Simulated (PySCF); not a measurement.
F₄MoO, charge -1, doublet, geometry from GFN2-xTB (such geometries of metal compounds can be far from the true shape) (the multiplicity is a formal guess) (core potentials on Mo).

Input for PySCF:
```python
from pyscf import gto, scf, dft

mol = gto.Mole()
mol.atom = '''
    Mo    0.00171657   -0.11887051    0.10250611
    O     1.05277088   -0.77685335    1.15613724
    F    -1.29992381    0.47094715   -1.00978493
    F     0.44951875    1.77144445    0.36225222
    F     1.24819029    0.30766764   -1.34858105
    F    -1.34159221   -1.30479386    0.49007434
'''
mol.basis = 'def2-svp'
mol.ecp = {'Mo': 'def2-svp'}
mol.charge = -1
mol.spin = 1
mol.verbose = 4
mol.build()

mf = dft.UKS(mol)
mf.xc = 'b3lyp'
mf = mf.density_fit(auxbasis='def2-universal-jkfit')
mf.kernel()
```

Question: What does this run give for the HOMO energy, nuclear repulsion energy, total energy, Mulliken (on the basis functions themselves) charges in atom order, <S^2>, number of basis functions?

Answer: 
The HOMO energy is -1.14 eV, the nuclear repulsion energy comes out as 325.3231 Eh and the total energy is -542.694246 Ha. The Mulliken (on the basis functions themselves) charges in atom order is Mo1 0.97, O2 -0.37, F3 -0.40, F4 -0.41, F5 -0.41, F6 -0.39 and the <S^2> is 0.753. The number of basis functions is 101.

These values belong to the state on which the SCF converged, which isn't shown to be the lowest.

Question: Roughly what does it cost on one core?

Answer: very roughly 14 core-seconds.
